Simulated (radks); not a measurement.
The numbers below are computed, except where a source is named.
Trend from Al4+ to Tl4+: ionisation energy by Delta-SCF between NIST ground configurations, and size. Code: a radial shooting solver on a logarithmic mesh with Libxc functionals. Model: scalar-relativistic Kohn-Sham, LDA (Slater exchange, Perdew-Wang correlation), spin-polarised, spherical densities, finite nucleus; open shells are filled with parallel spins first (spin-orbit coupling, left out, can overturn this in heavy ions); Fermi nuclear charge, rms radius of each element as measured or else 0.836 A^(1/3) + 0.57 fm.

species	configuration	IE (eV)	NIST (eV)	kind	outermost	<r> outermost (bohr)
Al4+	[He] 2s2 2p5	154.37	153.83	semi-emp.	2s	0.608
Ga4+	[Ar] 3d9	87.647	86.0	semi-emp.	3d	0.746
In4+	[Kr] 4d9	73.753	69	semi-emp.	4d	1.11
Tl4+	[Xe] 4f14 5d9	67.099	62.6	exp.	5d	1.30

Reference values: NIST Atomic Spectra Database (exp. = measured, semi-emp. = semi-empirical, theory = theoretical value adopted there). Open shells are spherical and high-spin; term and fine-structure splittings are not resolved. Spin-orbit splitting is averaged out at the scalar-relativistic level.
